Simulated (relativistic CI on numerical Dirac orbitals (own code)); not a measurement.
**How well does a small relativistic CI reproduce Kr6+?**

Calculated at this level of theory: Dirac-Coulomb-Breit CI, KLI orbitals optimised for each configuration, model QED (radiative potential, 1s self-energy scaled to tabulated hydrogen-like ionisation energies), unscaled Slater integrals (own radial code, finite nucleus).

CI space (outside the closed core [Ar] 3d10): 4s2, 4s.4p, 4p2, 4s.4d, 4s.4f, 4d2, 4p.4d, 4s.5s, 4f2, 4s.5p, 4p.4f, 4s.5d, 4p.5s, 4s.6s, 4s.6p, 4s.5f. Levels of other configurations are missing.

```csv
Configuration,Term (tabulated),J,Measured (cm⁻¹),Computed,Error,Purity (%)
4s2,1S,0,0.0,0,0,97
4s.4p,3P°,0,117389.6,113577,-3812,100
4s.4p,3P°,1,120094.8,116274,-3821,99
4s.4p,3P°,2,126553.0,122525,-4028,100
4s.4p,1P°,1,170835.0,174105,3270,97
4p2,3P,0,274931.7,272841,-2091,97
4p2,3P,1,279414.5,276992,-2422,100
4p2,1D,2,279714.8,275692,-4022,66
4p2,3P,2,288190.2,284844,-3346,78
4p2,1S,0,321794.0,325157,3363,93
4s.4d,3D,1,349973.1,346534,-3439,100
4s.4d,3D,2,350416.8,346964,-3453,100
4s.4d,3D,3,351116.2,347629,-3487,100
4s.4d,1D,2,379488.3,381317,1829,82
4s.5s,3S,1,438644.0,435035,-3609,100
4p.4d,3F°,3,479655.0,471935,-7720,91
4p.4d,3F°,4,484543.0,476538,-8005,91
4p.4d,1D°,2,487650.0,481903,-5747,91
4s.5p,3P°,0,492776.0,488162,-4614,96
4s.5p,3P°,1,493219.0,488762,-4457,88
4s.5p,3P°,2,495578.4,491105,-4473,91
4s.4f,3F°,2,530349.0,526924,-3425,93
4s.4f,3F°,3,530491.0,527131,-3360,92
4s.4f,3F°,4,530772.0,527439,-3333,91
4s.5d,3D,1,578470.0,574178,-4292,100
4s.5d,3D,2,578722.0,574350,-4372,100
4s.5d,3D,3,579109.0,574633,-4476,100
```

Measured levels from Saloman, J. Phys. Chem. Ref. Data 36, 215 (2007); pairs were made by configuration, J and term (by order where the table uses no LS term), so strongly mixed levels may be paired wrongly.

Mean error by configuration (cm⁻¹): 4s.4p -2098; 4p2 -1704; 4s.4d -2137; 4s.5s -3609; 4p.4d -7157; 4s.5p -4515; 4s.4f -3373; 4s.5d -4380. Over the excited levels the mean absolute error is 4010 cm⁻¹ (26 of the 26 excited levels that our extract of the source holds in range could be paired), and the median relative error of those above 1,000 cm⁻¹ is 0.96 %.
